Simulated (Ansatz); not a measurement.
Molecule: As2, net charge 1, doublet state. 
Coordinates optimised at B3LYP-D3(BJ)/def2-TZVP (Ansatz, an electronic-structure program):
```
As
As 1 2.2054
```
Charge +1, spin multiplicity 2.

Basis-set convergence of Hartree-Fock and MP2 correlation energies (hartree) with Ansatz. Valence correlation only, unless marked. UHF or UKS for open shells. No spin-orbit coupling. Frozen are the shells of the preceding noble gas and the d and f shells that filled before the atom's block. Non-relativistic.

The UHF reference is spin-contaminated (<S^2> 0.58 over the pure value in the largest basis). The T1 diagnostic of CCSD in the largest basis is 0.095, which is high, so the coupled-cluster rows are less sure than usual.

| basis | functions | E(HF) | E(corr, MP2) |
|---|---|---|---|
| def2-SVPD | 76 | -4467.54685 | -0.14553 |
| def2-TZVPPD | 108 | -4468.10503 | -0.17798 |
| def2-QZVPPD | 190 | -4468.19450 | -0.19127 |

Extrapolating the two largest sets (X = 3 and 4) as X^-3: E(corr) = (64·(-0.19127) - 27·(-0.17798))/37 = -0.2010 Eh, an estimate of the basis-set limit. The largest set recovers 95.2 % of it, the smallest 72.4 %.
